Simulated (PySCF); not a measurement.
## Titanium: a sound run and one with changed settings

Sound run: Ti²⁺ [Ar] 3d2, Ti³⁺ [Ar] 3d1. Calculation: PySCF 2.14, in pcseg-2 (6s4p3d2f1g, 56 functions); no relativity, point nucleus. In the sound run the correlated levels freeze [Ar]. The sound run starts from symmetry-adapted Hartree-Fock orbitals and uses a fine grid where one is needed.

Changed run: basis STO-3G. This setting is unsound on purpose.

| species | method | sound run (hartree) | changed run (hartree) | converged |
| --- | --- | --- | --- | --- |
| Ti²⁺ | UHF | -847.72082 | -838.95528 | yes |
| Ti²⁺ | TPSS | -848.64177 | -839.73608 | yes |
| Ti²⁺ | B3LYP | -848.62658 | -839.70875 | yes |
| Ti²⁺ | MP2 | -847.72488 | -838.95528 | yes |
| Ti³⁺ | UHF | -846.74055 | -838.13872 | yes |
| Ti³⁺ | TPSS | -847.61016 | -838.87395 | yes |
| Ti³⁺ | B3LYP | -847.59276 | -838.84383 | yes |

Ionisation energy of Ti²⁺:

| method | sound run (eV) | changed run (eV) |
| --- | --- | --- |
| UHF | 26.674 | 22.220 |
| TPSS | 28.072 | 23.460 |
| B3LYP | 28.132 | 23.536 |
| MP2 | 26.785 | 22.220 |
| SCS-MP2 | 26.711 | 22.220 |

A minimal basis cannot let orbitals breathe on ionisation and holds almost no correlation.

For comparison, NIST gives 27.492 eV between the lowest levels.
